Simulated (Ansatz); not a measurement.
Isomers of C2H6BF, relaxed with PBE0-D4/def2-TZVP in Ansatz; electronic energies, one conformer each and not always the lowest. Functionals use def2-TZVPP; CBS adds triple-zeta CCSD(T) − MP2 to the MP2 limit of def2-TZVPP and def2-QZVPP.

Order them by energy at frozen-core CCSD(T)/CBS, lowest first. (An estimate is asked.)
A. `BC(C)F`
B. `CBCF`
C. `CB(C)F`

C (0.0 kJ/mol), B (256.0 kJ/mol), A (299.6 kJ/mol).

How do B3LYP-D4, PBE0-D4, r2SCAN-D4, HF/CBS(def2) place them (kJ/mol, against `CB(C)F`)? (Estimate.)

Computed: 
```
  isomer  B3LYP-D4  PBE0-D4  r2SCAN-D4  HF/CBS(def2)
`BC(C)F`     295.8    299.3      304.5         290.0
  `CBCF`     249.3    250.8      255.4         249.8
```

B3LYP here is the variant with VWN-RPA as its local correlation; programs differ in this.
